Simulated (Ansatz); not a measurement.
IIn, singlet, geometry from GFN2-xTB (such geometries of metal compounds can be far from the true shape) (core potentials on I, In). Base run: B3LYP/def2-SVP (Ansatz, a quantum-chemistry and plane-wave program).

Ansatz was given this input:
Ansatz 0.2 input:
```yaml
crystal:
  periodic: [false, false, false]
  atoms:
    - {symbol: In, position_ang: [-0.00000000, -0.00000000, -1.44929646]}
    - {symbol: I, position_ang: [0.00000000, 0.00000000, 1.33991559]}
basis:
  gaussian:
    orbitals: def2-SVP
hamiltonian:
  xc: b3lyp
```

Each row names what was changed in the base input (with any setting that the change needs).

| change | E (Eh) |
|---|---|
| base | -488.08012 |
| functional = r2scan | -488.09838 |
| functional = pbe | -487.90512 |
| functional = wB97X-V | -487.87251 |
| functional = revpbe | -488.00870 |
| functional = BHLYP | -487.79076 |
| functional = wB97M-V | -487.84150 |
| functional = wB97X | -487.99349 |
| functional = pbe0 | -487.92763 |
| functional = B97M-V | -487.89876 |
| functional = lc_wpbe | -487.96107 |
| functional = pbe0; dispersion = d3bj | -487.92947 |
| functional = cam_b3lyp | -487.89277 |

Absolute energies of different levels of theory aren't comparable as measures of quality.
